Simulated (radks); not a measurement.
Problem. All-electron calculation, scalar-relativistic Kohn-Sham, LB94 model potential, spin-polarised, spherical densities, finite nucleus; open shells are filled with parallel spins first (spin-orbit coupling, left out, can overturn this in heavy ions); Fermi nuclear charge, rms radius of each element as measured or else 0.836 A^(1/3) + 0.57 fm. Program: a radial shooting solver on a logarithmic mesh with Libxc functionals. Response by self-consistent Sternheimer equations with the Hartree and adiabatic LDA kernel, the relativistic mass of each level held fixed and spin-orbit coupling left out. For heavy and open-shell atoms this level of theory can miss by tens of per cent. Estimate the static dipole polarisabilities of Rb ([Kr] 5s1) and Sn3+ ([Kr] 4d10 5s1) and the C6 coefficients of the three pairs.

Solution. alpha = 189.3 and 7.862 bohr^3; C6 = 2231 (Rb-Rb), 182.2 (Rb-Sn3+), 31.85 (Sn3+-Sn3+) hartree bohr^6.
